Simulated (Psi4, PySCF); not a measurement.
Input for Psi4:
```
memory 2 GB

molecule mol {
-1 2
C     1.108600   -0.015082   -0.127974
N     0.446255    1.134896   -0.131998
C    -0.836013    0.767749    0.127976
N    -0.932324   -0.667263    0.223836
N     0.406329   -1.137322    0.037286
H     2.183554   -0.057828   -0.260508
H    -1.689767    1.352269   -0.194310
H    -1.571138   -1.122620   -0.449055
}

set {
  basis 6-311g**
  reference uks
  scf_type pk
  puream true
  d_convergence 1e-8
  dft_radial_points 99
  dft_spherical_points 590
}

energy('wb97x')
print_variables()
```

Q: Convert this to an input for PySCF.

A: Several could match; the one computed here: 
```python
from pyscf import gto, scf, dft

mol = gto.Mole()
mol.atom = '''
    C     1.10860021   -0.01508195   -0.12797439
    N     0.44625517    1.13489611   -0.13199815
    C    -0.83601278    0.76774927    0.12797594
    N    -0.93232351   -0.66726295    0.22383552
    N     0.40632925   -1.13732239    0.03728586
    H     2.18355403   -0.05782841   -0.26050758
    H    -1.68976664    1.35226865   -0.19430976
    H    -1.57113837   -1.12261954   -0.44905469
'''
mol.basis = '6-311g**'
mol.charge = -1
mol.spin = 1
mol.verbose = 4
mol.build()

mf = dft.UKS(mol)
mf.xc = 'wb97x'
mf.grids.atom_grid = (99, 590)
mf.grids.prune = None
mf.kernel()
```

Both were run: Psi4 gave -242.182788 Eh and PySCF -242.182788 Eh, 0.001 mEh apart.
